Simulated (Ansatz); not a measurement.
This geometry of C3H10SSi2 (16 atoms, charge 0, multiplicity 1) is a first-order saddle point.

These are results of RKS PBE/6-31G (Ansatz), not measurements.

```xyz
16
Properties=species:S:1:pos:R:3
C 0.497 -2.241 -0.230
C 0.781 -0.765 0.004
Si 1.368 0.419 -1.401
C -0.296 0.276 -0.406
Si -0.812 1.653 0.774
S -2.274 0.868 2.344
H 1.416 -2.845 -0.132
H 0.082 -2.420 -1.238
H -0.241 -2.616 0.504
H 1.261 -0.557 0.972
H 1.327 -0.066 -2.824
H 2.288 1.569 -1.100
H -1.126 -0.139 -0.996
H 0.419 2.159 1.497
H -1.498 2.800 0.062
H -3.216 1.881 2.213
```

(1) Which two structures does it join? (They come from a converged band through this point; their orientation in space is the band's.)

(2) How far does it lie above each of them?

Results:

(1) No bond is made or broken. The dihedral H15–Si5–S6–H16 goes from -61 to 57°.

Initial state:

```xyz
16
Properties=species:S:1:pos:R:3
C 0.472 -2.236 -0.225
C 0.732 -0.757 0.020
Si 1.422 0.415 -1.347
C -0.314 0.272 -0.487
Si -0.932 1.664 0.623
S -2.379 0.750 2.125
H 1.383 -2.835 -0.055
H 0.134 -2.424 -1.260
H -0.317 -2.608 0.456
H 1.128 -0.540 1.022
H 1.501 -0.081 -2.765
H 2.304 1.578 -0.985
H -1.091 -0.152 -1.139
H 0.231 2.283 1.377
H -1.641 2.744 -0.169
H -2.654 1.903 2.854
```

Final state:

```xyz
16
Properties=species:S:1:pos:R:3
C 0.401 -2.192 -0.163
C 0.733 -0.721 0.044
Si 1.381 0.405 -1.383
C -0.300 0.344 -0.405
Si -0.768 1.788 0.718
S -1.966 1.203 2.561
H 1.297 -2.824 -0.044
H -0.011 -2.378 -1.171
H -0.354 -2.525 0.574
H 1.202 -0.509 1.015
H 1.351 -0.117 -2.794
H 2.330 1.536 -1.097
H -1.135 -0.052 -1.001
H 0.471 2.384 1.346
H -1.531 2.839 -0.062
H -3.124 0.797 1.907
```

(2) 1.4 kJ/mol above the first and 4.9 kJ/mol above the second. This is the barrier of this one path; another mechanism may lie lower. Limits of this set-up: no polarisation functions.

Time of the run: 5 min on 1 CPU thread of a shared host.
